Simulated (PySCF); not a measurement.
**`C=CC[P@](=C)(C)P`, C5H12P2**

Geometry:
| atom | x (Å) | y (Å) | z (Å) |
| --- | --- | --- | --- |
| C1 | 2.895 | -0.103 | -0.585 |
| C2 | 1.705 | -0.246 | -1.139 |
| C3 | 0.585 | -1.024 | -0.542 |
| P4 | -0.692 | 0.157 | 0.062 |
| C5 | -0.130 | 0.863 | 1.511 |
| C6 | -2.128 | -0.900 | 0.458 |
| P7 | -1.372 | 1.021 | -1.929 |
| H8 | 3.142 | -0.580 | 0.349 |
| H9 | 3.668 | 0.493 | -1.039 |
| H10 | 1.473 | 0.241 | -2.080 |
| H11 | 0.914 | -1.608 | 0.320 |
| H12 | 0.116 | -1.671 | -1.289 |
| H13 | 0.815 | 1.381 | 1.377 |
| H14 | -0.880 | 1.497 | 1.977 |
| H15 | -1.799 | -1.670 | 1.153 |
| H16 | -2.538 | -1.347 | -0.447 |
| H17 | -2.890 | -0.290 | 0.941 |
| H18 | -2.394 | 1.702 | -1.273 |
| H19 | -0.499 | 2.094 | -1.786 |

Theory: GIAO B97-2/pcSseg-1 magnetisability, rotational g tensor and spin-rotation constants, non-relativistic, gas phase in PySCF 2.14.0. Geometry: GFN2-xTB.

**Question.** Give the nuclear spin-rotation constants along the inertial axes (H = +C I·J) beside the isotropic shieldings.

**Answer.** Rotational constants 2.1227, 1.3082, 1.0340 GHz. A star marks the isotopologue with that one atom substituted, in its own axes.
```
atom  isotope  Caa (kHz)  Cbb (kHz)  Ccc (kHz)  mean (kHz)  σ (ppm)
  P4      31P      3.670      2.076      1.323       2.356    339.8
  P7      31P      2.885      1.311      1.399       1.865    460.0
  H8       1H     -0.173      0.092     -0.115      -0.065     26.2
  H9       1H     -0.071     -0.030     -0.072      -0.058     26.4
 H10       1H     -0.178      0.103     -0.117      -0.064     25.9
 H11       1H     -0.165      0.013     -0.117      -0.090     29.2
 H12       1H     -0.189     -0.129      0.006      -0.104     29.2
 H13       1H     -0.060     -0.133     -0.070      -0.088     30.8
 H14       1H     -0.086     -0.141     -0.059      -0.095     31.1
 H15       1H     -0.189     -0.025     -0.096      -0.103     30.3
 H16       1H     -0.210     -0.091     -0.043      -0.115     30.7
 H17       1H     -0.047     -0.133     -0.079      -0.086     30.2
 H18       1H     -0.025     -0.127     -0.087      -0.080     29.5
 H19       1H     -0.172     -0.134     -0.011      -0.105     29.6
  C1     13C*      0.594      0.554      0.200       0.449     63.9
  C2     13C*      0.631      0.605      0.204       0.480     52.0
  C3     13C*      0.402      0.237      0.193       0.277    139.9
  C5     13C*      0.350      0.156      0.175       0.227    163.3
  C6     13C*      0.323      0.181      0.151       0.218    165.7
```
For the geometry as given, no vibrational averaging.

**Question.** How do the rotational constants and the g tensor change when H8, H9, H10, H11, H12, H13, H14, H15, H16, H17, H18, H19 are replaced by deuterium?

**Answer.** Constants 1.7878, 1.1021, 0.8959 GHz; g -0.0195, -0.0058, -0.0061, against -0.0228, -0.0069, -0.0073 before.
